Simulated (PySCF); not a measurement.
**Fractional electron number in F⁺ (fluorine, charge +1)**

The 2p beta orbital of [He] 2s2 2p4 is emptied in steps (occupation f), with all orbitals relaxed, ending at [He] 2s2 2p3. All numbers are calculated (PySCF 2.14, the spin-free X2C one-electron Hamiltonian (Gaussian nucleus), in jorge-DZP-DKH). The exact energy is a straight line in f; departures are measured from the line between the end points of the same method.

```csv
f,UHF (eV),LDA (eV),PBE (eV),PBE0 (eV),r2SCAN (eV),LC-wPBE (eV),BHandHLYP (eV),wB97X (eV),CAM-B3LYP (eV),BLYP (eV)
1,0.000,0.000,0.000,0.000,0.000,0.000,0.000,0.000,0.000,0.000
0.8,0.324,-1.489,-1.466,-1.021,-1.309,-0.600,-0.598,-0.601,-0.805,-1.480
0.6,0.466,-2.242,-2.201,-1.533,-1.950,-0.898,-0.906,-0.899,-1.213,-2.227
0.4,0.448,-2.248,-2.200,-1.531,-1.936,-0.892,-0.915,-0.890,-1.218,-2.232
0.2,0.288,-1.501,-1.461,-1.016,-1.283,-0.587,-0.616,-0.582,-0.814,-1.488
0,0.000,0.000,0.000,0.000,0.000,0.000,0.000,0.000,0.000,0.000
```

```json
{"method": "UHF", "E(f=0) − E(f=1) (eV)": "33.518", "−ε at f=1 (eV)": "35.629", "−ε at f=0.4 (eV)": "33.059"}
{"method": "LDA", "E(f=0) − E(f=1) (eV)": "35.471", "−ε at f=1 (eV)": "26.212", "−ε at f=0.4 (eV)": "37.323"}
{"method": "PBE", "E(f=0) − E(f=1) (eV)": "35.605", "−ε at f=1 (eV)": "26.470", "−ε at f=0.4 (eV)": "37.460"}
{"method": "PBE0", "E(f=0) − E(f=1) (eV)": "35.427", "−ε at f=1 (eV)": "29.057", "−ε at f=0.4 (eV)": "36.722"}
{"method": "r2SCAN", "E(f=0) − E(f=1) (eV)": "35.285", "−ε at f=1 (eV)": "27.063", "−ε at f=0.4 (eV)": "36.968"}
{"method": "LC-wPBE", "E(f=0) − E(f=1) (eV)": "35.737", "−ε at f=1 (eV)": "31.991", "−ε at f=0.4 (eV)": "36.522"}
{"method": "BHandHLYP", "E(f=0) − E(f=1) (eV)": "35.376", "−ε at f=1 (eV)": "31.677", "−ε at f=0.4 (eV)": "36.093"}
{"method": "wB97X", "E(f=0) − E(f=1) (eV)": "35.308", "−ε at f=1 (eV)": "31.550", "−ε at f=0.4 (eV)": "36.110"}
{"method": "CAM-B3LYP", "E(f=0) − E(f=1) (eV)": "35.687", "−ε at f=1 (eV)": "30.685", "−ε at f=0.4 (eV)": "36.683"}
{"method": "BLYP", "E(f=0) − E(f=1) (eV)": "35.722", "−ε at f=1 (eV)": "26.512", "−ε at f=0.4 (eV)": "37.567"}
```

Orbital energy along the path (eV):

```
  f      UHF      LDA      PBE     PBE0   r2SCAN  LC-wPBE  BHandHLYP    wB97X  CAM-B3LYP     BLYP
  1  -35.629  -26.212  -26.470  -29.057  -27.063  -31.991    -31.677  -31.550    -30.685  -26.512
0.8  -34.664  -29.854  -30.093  -31.591  -30.416  -33.487    -33.103  -33.056    -32.648  -30.143
0.6  -33.814  -33.564  -33.765  -34.152  -33.728  -35.007    -34.576  -34.586    -34.650  -33.834
0.4  -33.059  -37.323  -37.460  -36.722  -36.968  -36.522    -36.093  -36.110    -36.683  -37.567
0.2  -32.386  -41.099  -41.125  -39.268  -40.135  -37.985    -37.656  -37.568    -38.733  -41.312
  0  -31.782  -44.837  -44.662  -41.726  -43.256  -39.339    -39.269  -38.810    -40.771  -44.994
```

Reference removal energy between the ground levels: 34.971 eV (measured; NIST Atomic Spectra Database, ionization energies). The calculation has no spin-orbit coupling. UHF lacks correlation.
